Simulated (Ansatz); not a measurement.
Geometry optimisation, UHF/def2-SVP (Ansatz).

The input (input.yaml):

```yaml
crystal:
  periodic: [false, false, false]
  atoms:
    - { symbol: Al, position_ang: [0.0, 0.0, 0.0] }
    - { symbol: F, position_ang: [0.0, 0.0, 1.94] }
    - { symbol: F, position_ang: [1.4635, 0.0, -0.845] }
    - { symbol: F, position_ang: [-1.4635, 0.0, -0.845] }
    - { symbol: F, position_ang: [0.0, 0.0, 3.38] }
magnetization:
  spin_polarized: true
  initial_magnetization: 1
basis:
  gaussian: { orbitals: def2-SVP }
hamiltonian:
  xc: hf
relax:
  f_tol: 0.15
  max_steps: 25
  restrain:
    - { distance: [1, 4], at: 2.34, k: 30.0 }
    - { distance: [0, 1], at: 1.69, k: 30.0 }
output:
  orbitals: {}
```

Launched with:

```bash
$ ansatz run input.yaml --threads 1 --pin off --max-ram 2048MiB --backend cpu --events-out ev --progress --plain --runs-dir out
```

Q: Where does it end, and by what steps?

A: The forces met the threshold. The restraints hold the end off the free minimum. After 5 steps the energy has fallen by 4.800 eV (the restraints' own energy left out); F5 moved furthest, 0.54 Å. The start is strongly strained (largest force component 20 eV/Å).

```
step  energy less start (eV)  largest force component (eV/Å)  accepted
   0                  0.0000                          19.695       yes
   1                 -3.9110                           6.267       yes
   2                 -4.7383                           0.751       yes
   3                 -4.7971                           1.260       yes
   4                 -4.7985                           1.232       yes
   5                 -4.8001                           1.181       yes
```

```xyz
5
Properties=species:S:1:pos:R:3
Al 0.000 0.000 -0.085
F 0.000 0.000 1.574
F 1.414 0.000 -0.891
F -1.414 0.000 -0.891
F 0.000 0.000 3.923
```

The run took 11 s on 1 thread of Intel(R) Xeon(R) Platinum 8488C (Sapphire Rapids), on a shared host, peak memory 0.18 GiB.
